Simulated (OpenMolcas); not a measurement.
## Computed transition rates of Co V

```json
{
  "Program": "OpenMolcas",
  "Method": "MS-CASPT2, IPEA 0.25 Eh, imaginary shift 0.1 Eh (closed shells correlated: 3s 3p)",
  "Basis": "ANO-R3 [8s5p5d3f2g1h]",
  "Scalar Hamiltonian": "X2C, finite nucleus",
  "Active space": "5 electrons in 5 orbitals (3d)",
  "State averaging": "2S+1 = 6 even, 1 root; 2S+1 = 4 even, 24 roots; 2S+1 = 2 even, 75 roots",
  "Spin-orbit coupling": "state interaction with AMFI integrals over the reference wave functions, term energies averaged over their components"
}
```

Rates come from the transition moments of the reference wave functions (E1 and E2 in the length form). At fixed line strength A goes as λ^-3 for E1 and M1 and as λ^-5 for E2, so a rate at the computed wavelength can be rescaled to the measured one. Measured vacuum wavelengths follow from level energies in Sugar and Corliss, J. Phys. Chem. Ref. Data 10, 1097 (1981). Branching counts decays inside the model space alone, at computed energies, and the table is only a selection of the E2 and M1 lines, drawn from those between levels with measured partners whose computed energy lies within a factor of 1.5 of the measured one.

| Upper | Lower | Type | λ computed (nm) | λ measured (nm) | A computed (s-1) | A rescaled (s-1) | Branching % |
| --- | --- | --- | --- | --- | --- | --- | --- |
| 3d⁵ ⁴P_1/2 | 3d⁵ ⁴P_3/2 | M1 | 67460 | 75240 | 1.49e-04 | 1.07e-04 | 99.2 |
| 3d⁵ ⁴D_1/2 | 3d⁵ ⁴P_1/2 | M1 | 2774 | 2575 | 1.34e-01 |  | 62.5 |
| 3d⁵ ⁴D_7/2 | 3d⁵ ⁴P_5/2 | M1 | 2677 | 2528 | 8.71e-02 |  | 90.8 |
| 3d⁵ ⁴D_1/2 | 3d⁵ ⁴P_3/2 | M1 | 2664 | 2490 | 7.99e-02 |  | 37.3 |
| 3d⁵ ²G_7/2(1) | 3d⁵ ⁴F_7/2 | M1 | 1839 | 1903 | 4.23e-02 |  | 20.5 |
| 3d⁵ ²G_9/2(1) [73 %] | 3d⁵ ⁴F_9/2 | M1 | 1644 | 1686 | 1.01e-01 |  | 19.3 |
| 3d⁵ ²G_7/2(1) | 3d⁵ ²F_7/2(1) | M1 | 1536 | 1476 | 6.96e-02 |  | 33.6 |
| 3d⁵ ⁴F_9/2 | 3d⁵ ⁴D_7/2 | M1 | 599.8 | 620.3 | 3.25e-01 |  | 24.9 |
| 3d⁵ ⁴F_7/2 | 3d⁵ ⁴D_7/2 | M1 | 596.5 | 614.8 | 2.63e-01 |  | 20.4 |
| 3d⁵ ²D_5/2(1) [72 %] | 3d⁵ ⁴P_5/2 | M1 | 595.4 | 612.4 | 1.25e+00 |  | 55.7 |
| 3d⁵ ²D_3/2(1) | 3d⁵ ⁴P_1/2 | M1 | 579.4 | 595.3 | 1.53e-01 |  | 15.6 |
| 3d⁵ ²D_3/2(1) | 3d⁵ ⁴P_3/2 | M1 | 574.4 | 590.6 | 5.97e-01 |  | 60.8 |
| 3d⁵ ²D_3/2(1) | 3d⁵ ⁴P_5/2 | M1 | 570.3 | 585.8 | 1.65e-01 |  | 16.8 |
| 3d⁵ ⁴F_9/2 | 3d⁵ ⁴G_11/2 | M1 | 412.8 | 423.5 | 3.38e-01 |  | 25.9 |
| 3d⁵ ⁴F_9/2 | 3d⁵ ⁴G_11/2 | E2 | 412.8 | 423.5 | 3.36e-01 | 2.96e-01 | 25.8 |
| 3d⁵ ²H_11/2 | 3d⁵ ⁴G_11/2 | M1 | 344.3 | 356.3 | 1.19e+00 |  | 50.3 |
| 3d⁵ ²S_1/2 | 3d⁵ ⁴P_1/2 | M1 | 273.7 | 279 | 3.33e-01 |  | 16.5 |
| 3d⁵ ²S_1/2 | 3d⁵ ⁴P_3/2 | M1 | 272.6 | 278 | 1.61e+00 |  | 79.6 |
| 3d⁵ ⁴P_5/2 | 3d⁵ ⁶S_5/2 | M1 | 238.8 | 245.4 | 3.29e+00 |  | 100.0 |
| 3d⁵ ⁴P_3/2 | 3d⁵ ⁶S_5/2 | M1 | 238.1 | 244.6 | 2.16e+00 |  | 100.0 |

Spin-changing lines and M1 lines between different terms are not rescaled, since their strength hangs on the term gaps too.

The largest correction is for 3d⁵ ⁴P_1/2 → 3d⁵ ⁴P_3/2 (M1): 1.49e-04 × (67460 / 75240)^3 = 1.07e-04 s-1, a factor of 0.72.

These are rates of the free ion; in crystals, glasses and complexes forced electric-dipole and non-radiative decay shorten such lifetimes by orders of magnitude. No measured rate stands beside these. Rescaling mends the energy factor alone: line strengths can still be far off where a level mixes with configurations outside the active space, and weak or spin-changing lines hang on small mixing coefficients that depend on the term gaps too, so rescaling need not improve them.

CASPT2 does not keep the components of a term degenerate, so their means are used; among the terms shown or strongly mixed into the levels shown the widest spread is 770 cm-1 (3d⁵ ⁴F). Blocks of more than 70 roots (2S+1 = 2 even) ran without multistate coupling. Computed and measured levels are paired by configuration, term and J; levels that our copy of the source lacks, or whose pairing is in doubt (as where it misses far off the trend of its configuration), stay unpaired. Only configurations of the active space appear.

A share in square brackets marks a mixed level and gives the weight of the term that names it. A number in round brackets counts repeated terms of one configuration in the order of the reference energies.
